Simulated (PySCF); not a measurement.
PySCF 2.14 output of an unrestricted r2SCAN calculation on a single atom or ion in aug-cc-pVDZ, with no relativity, point nucleus:

```
SCF conv_tol = 1e-09
number electrons alpha = 3  beta = 2
    J. W. Furness, A. D. Kaplan, J. Ning, J. P. Perdew, and J. Sun.,  J. Phys. Chem. Lett. 11, 8208-8215 (2020)
    J. W. Furness, A. D. Kaplan, J. Ning, J. P. Perdew, and J. Sun.,  J. Phys. Chem. Lett. 11, 9248-9248 (2020)
    J. W. Furness, A. D. Kaplan, J. Ning, J. P. Perdew, and J. Sun.,  J. Phys. Chem. Lett. 11, 8208-8215 (2020)
    J. W. Furness, A. D. Kaplan, J. Ning, J. P. Perdew, and J. Sun.,  J. Phys. Chem. Lett. 11, 9248-9248 (2020)
cycle= 1 E= -52.9166252686391  delta_E= -0.00282  |g|= 0.0102  |ddm|= 0.0786
cycle= 2 E= -52.9166717783807  delta_E= -4.65e-05  |g|= 0.00139  |ddm|= 0.0085
cycle= 3 E= -52.9166726731625  delta_E= -8.95e-07  |g|= 7.78e-06  |ddm|= 0.00128
cycle= 4 E= -52.916672673199  delta_E= -3.65e-11  |g|= 4.9e-07  |ddm|= 2.27e-05
converged SCF energy = -52.916672673199  <S^2> = 0.75270184  2S+1 = 2.0027
```

The run itself started from symmetry-adapted Hartree-Fock orbitals and held the occupation by maximum overlap, on a logarithmic radial grid, so the iterations belong to that start.

Q: Which element, charge and spin multiplicity is this?

A: N²⁺ (nitrogen, charge +2), multiplicity 2; the state was [He] 2s2 2p1, 2P determinant.
